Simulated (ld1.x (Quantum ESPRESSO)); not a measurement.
silicon (Si): one change to an RRKJ potential, before and after

silicon, norm-conserving RRKJ (Kleinman–Bylander form), made with ld1.x (Quantum ESPRESSO) 7.5 (PBE, scalar-relativistic). Core [Ne], reference 3s2 3p1 (charge +1). Waves: 3s (bound): rc 1.70 bohr; 3p (bound): rc 2.20 bohr. Local part: all-electron potential smoothed inside 2.10 bohr (lloc = -2). Core correction: Bessel-smoothed model core, default radius (core density twice the valence density). rho0 = 0.01.

Change: all radii but the core radius scaled by about 0.88 (s 1.50, p 1.94 bohr); local potential all-electron potential smoothed inside 1.84 bohr (lloc = -2).

Cutoffs: the cutoffs (Ry, on a coarse ladder) from which the occupation-weighted sum of valence levels, in a spherical-Bessel basis at the reference potential, stays within 10 and 1 mRy of its value at 400 Ry; they do not see the model core or the augmentation charge, which bear on the density cutoff. Errors are all-electron minus pseudo energies relative to the spin-unpolarised reference configuration.

Problem. What does the change do?

Solution. The potential gets softer (30 Ry and 50 Ry → 18 Ry and 40 Ry); the errors of the 7 common tests hardly move; neither file shows a bound ghost.

```csv
quantity,base,changed
"cutoff, loose",30 Ry,18 Ry
"cutoff, tight",50 Ry,40 Ry
loose cutoff by channel (10 mRy a level),"s 15 Ry, p 6 Ry","s 12 Ry, p 6 Ry"
bound ghosts,none,none
"error for 3s2 3p2, meV [ΔE -7.74 eV]",+3.2,+3.5
"error for 3s2 3p0, meV [ΔE 15.99 eV]",+10,+9.4
"error for 3s1 3p0, meV [ΔE 49.96 eV]",+51,+47
"error for 3s2 3p1.5, meV [ΔE -4.82 eV]",+1.3,+1.3
"error for 3s2 3p2.3, meV [ΔE -8.67 eV]",+4.1,+4.6
"error for 3s1 3p2, meV [ΔE 7.43 eV]",-5.1,-4.8
"error for 3s0 3p4, meV [ΔE 6.04 eV]",-18,-19
```
